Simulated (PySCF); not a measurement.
## MP2, SCS-MP2 and SOS-MP2 from spin components

System: CH$_{5}$AlFNO (SMILES C[O][Al]([NH2])[F]), singlet, at a GFN2-xTB geometry (such geometries of metal compounds can be far from the true shape). Level: MP2/def2-SVP (PySCF). Sums are taken with unrounded values, so a last digit can differ.

Here is a job for PySCF.
```python
from pyscf import gto, scf, mp

mol = gto.M(
    atom='''
Al   -0.254968    0.312069    0.343889
F    -1.901797    0.417523    0.392550
O     0.407974   -0.695807   -0.767647
C     1.069980   -1.517006   -1.681673
H     1.078589   -2.547358   -1.317829
H     0.560190   -1.486454   -2.647790
H     2.101272   -1.179683   -1.813867
N     0.710405    1.271304    1.474773
H     0.318202    1.895763    2.160483
H     1.716005    1.272482    1.523299
''',
    basis='def2-svp',
    charge=0,
    spin=0,
    verbose=4,
    max_memory=1800,
)

mf = scf.RHF(mol)
mf.kernel()

pt = mp.MP2(mf, frozen=9)
pt.kernel()
print('E(MP2) = %.10f' % pt.e_tot)
```

It gave an SCF energy of -511.323430 Eh, a same-spin correlation energy of -0.186718 Eh and an opposite-spin one of -0.552047 Eh.

Q: Work out the MP2, SCS-MP2 (6/5 and 1/3) and SOS-MP2 (1.3 and 0) correlation and total energies.

A: MP2: -0.552047 + (-0.186718) = -0.738765 Eh, total -512.062194 Eh, as the program printed. SCS-MP2: 1.2 × (-0.552047) + (-0.186718)/3 = -0.724696 Eh, total -512.048125 Eh. SOS-MP2: 1.3 × (-0.552047) = -0.717661 Eh, total -512.041090 Eh. Opposite spins carry 75 % of the MP2 correlation; same-spin pairs are already kept apart by exchange.
